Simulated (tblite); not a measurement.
Species: C6H16BN.
Atom-mapped SMILES: `[BH3-:1][N+:2]([CH3:3])([CH3:4])[CH2:5][CH:6]1[CH2:7][CH2:8]1` (hydrogens: H9, H10, H11 on B1; H12, H13, H14 on C3; H15, H16, H17 on C4; H18, H19 on C5; H20 on C6; H21, H22 on C7; H23, H24 on C8)

Cartesian coordinates in Å at the GFN2-xTB level; atoms count from 1:
```xyz
24
C6H16BN angstrom
B     -2.297    0.228   -1.020
N     -1.003   -0.171   -0.071
C     -1.402   -0.053    1.328
C     -0.621   -1.551   -0.351
C      0.092    0.755   -0.397
C      1.396    0.528    0.334
C      2.454   -0.365   -0.244
C      2.648    1.119   -0.247
H     -3.166   -0.538   -0.740
H     -1.934    0.108   -2.150
H     -2.578    1.355   -0.751
H     -2.304   -0.641    1.485
H     -1.632    0.985    1.555
H     -0.622   -0.413    2.005
H     -0.338   -1.640   -1.397
H      0.209   -1.872    0.283
H     -1.479   -2.197   -0.178
H     -0.274    1.764   -0.191
H      0.263    0.683   -1.472
H      1.322    0.558    1.415
H      3.051   -0.962    0.430
H      2.257   -0.848   -1.189
H      3.375    1.549    0.425
H      2.571    1.639   -1.190
```

Computed values, GFN2-xTB/tblite, gas phase, harmonic and unscaled. The method is semi-empirical: single wavenumbers can be off by several per cent or more. Modes of hydrogen on boron can be 10 to 20 % off. One conformer, not necessarily the lowest.

Harmonic wavenumbers (cm⁻¹): 60.1, 109.9, 177.4, 214.7, 254.8, 285.3, 293.0, 319.1, 331.0, 371.7, 429.2, 452.9, 488.4, 656.9, 799.2, 836.7, 871.8, 899.8, 901.1, 904.6, 922.5, 994.4, 1028.9, 1037.3, 1056.9, 1075.3, 1079.9, 1086.8, 1106.1, 1127.0, 1157.6, 1166.1, 1186.4, 1194.3, 1252.5, 1258.6, 1263.7, 1275.9, 1302.5, 1323.9, 1391.8, 1404.4, 1420.7, 1440.7, 1466.3, 1472.0, 1477.7, 1482.1, 1492.1, 1497.1, 2429.3, 2432.1, 2462.1, 2961.4, 2968.6, 2971.4, 2991.2, 3033.9, 3039.2, 3041.4, 3043.2, 3044.9, 3087.4, 3093.1, 3095.1, 3112.1.

A = 3740, B = 1216, C = 1185 MHz; mass 113.138 u (most abundant isotopes); point group C1, symmetry number 1.

Question: What is the zero-point energy?

Answer: ½Σν̃ = 46953 cm⁻¹ = 561.68 kJ/mol.

Question: What is S at 400 K and 1 bar for an ideal gas of classical rigid rotors and harmonic oscillators?

Answer: Translation 173.94, rotation 122.82, vibration 152.67: S = 449.4 J/(mol K).

Question: And Cp and H(400 K) − H(0)?

Answer: Cp = 220.53 J/(mol K), of which vibrations give 187.28 (their classical limit is 66 R = 548.8); H(400 K) − H(0) = 47.80 kJ/mol without the zero-point energy, 34.50 from vibrations.

Question: Blend soft modes into free rotors: weight 1/[1 + (100 cm⁻¹/ν̃)⁴] for the oscillator and the rest for a rotor with moment μB/(μ + B), μ = h/(8π²ν), B = 10⁻⁴⁴ kg m². What vibrational entropy results?

Answer: 146.09 J/(mol K) in place of 152.67, which changes −T·S at 400 K by +2.63 kJ/mol.

Question: How do the functions run with temperature in this model?

Answer: 
```json
{"T (K)": "100", "S (J/(mol K))": "273.6", "Cp (J/(mol K))": "70.7", "H − H(0) (kJ/mol)": "4.80", "G − H(0) (kJ/mol)": "-22.56", "ln q(vib)": "0.99"}
{"T (K)": "200", "S (J/(mol K))": "337.3", "Cp (J/(mol K))": "117.2", "H − H(0) (kJ/mol)": "14.25", "G − H(0) (kJ/mol)": "-53.21", "ln q(vib)": "3.08"}
{"T (K)": "300", "S (J/(mol K))": "394.0", "Cp (J/(mol K))": "167.2", "H − H(0) (kJ/mol)": "28.40", "G − H(0) (kJ/mol)": "-89.80", "ln q(vib)": "5.46"}
{"T (K)": "500", "S (J/(mol K))": "504.0", "Cp (J/(mol K))": "268.8", "H − H(0) (kJ/mol)": "72.33", "G − H(0) (kJ/mol)": "-179.65", "ln q(vib)": "10.63"}
{"T (K)": "800", "S (J/(mol K))": "655.0", "Cp (J/(mol K))": "373.2", "H − H(0) (kJ/mol)": "169.96", "G − H(0) (kJ/mol)": "-354.04", "ln q(vib)": "18.76"}
{"T (K)": "1000", "S (J/(mol K))": "743.5", "Cp (J/(mol K))": "419.3", "H − H(0) (kJ/mol)": "249.44", "G − H(0) (kJ/mol)": "-494.05", "ln q(vib)": "24.06"}
```

q(vib) and H(0) count from the zero-point level.

Question: What must be added to the electronic energy to get the Gibbs energy at 400 K and 1 bar?

Answer: ZPE + [H(400 K) − H(0)] − T·S = 561.68 + 47.80 − 179.77 = 429.71 kJ/mol.

Question: Which modes carry the vibrational entropy at 400 K?

Answer: 60.1 cm⁻¹: 21.07; 109.9 cm⁻¹: 16.09; 177.4 cm⁻¹: 12.19; 214.7 cm⁻¹: 10.67; 254.8 cm⁻¹: 9.32; 285.3 cm⁻¹: 8.45 J/(mol K); the other 60 give 74.88 together.

Hindered rotation and anharmonicity are outside this model. Other conformers, if any are populated, would add a mixing term that is left out. The structure is chiral; the term R ln 2 for an equal mix with its mirror image is left out.
